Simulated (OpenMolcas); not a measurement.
An OpenMolcas run meant for Tb3+ (ANO-R2, X2C; inactive shells 1s 2s 2p 3s 3p 3d 4s 4p 4d 5s 5p; intended active space 8 electrons in 7 orbitals (4f)). One step of its input:

```
&RASSCF
FileOrb=start.orb
Symmetry=1
Spin=7
nActEl=8 0 0
Inactive=15 12
Ras2=0 7
CIRoot=7 7 1
SDav=7
CIMx=300
Iter=80 100
PrWF=0.3
OrbListing=Nothing
MaxOrb=0
Atom
Thrs=1.0e-3 5.0e-1 5.0e-1
```

The run finished. Its levels beside those of a sound run (CASSCF), in cm-1 above each run's lowest level:

```tsv
Level	This run	Usual run
4f8 7F6	0.0	0.0
4f8 7F5	2121	1980
4f8 7F4	3541	3351
4f8 7F3	4648	4439
4f8 7F2	5476	5258
4f8 7F1	6039	5814
4f8 7F0	6324	6097
4f8 5D4	23897	24217
4f8 5D3	29417	29727
4f8 5L10	29868	30197
4f8 5L9	31291	31619
4f8 5D2	31904	32206
4f8 5L8	32103	32432
4f8 5L7	32517	32846
```

**Question.** Which setting is unsound, and how much does it matter here?

**Answer.** The convergence thresholds are far too loose, so the orbitals stop early. Against the sound run the excited levels shown move by 270 cm-1 on average and by 330 cm-1 at most.

High states are left out of the spin-orbit mixing, which shifts the levels that they would mix with. Without dynamic correlation excited terms often stand tens of per cent too high (terms of higher spin than the ground term too low), and those without a measured partner can miss by more than the paired ones. Levels of configurations outside the active space are missing.
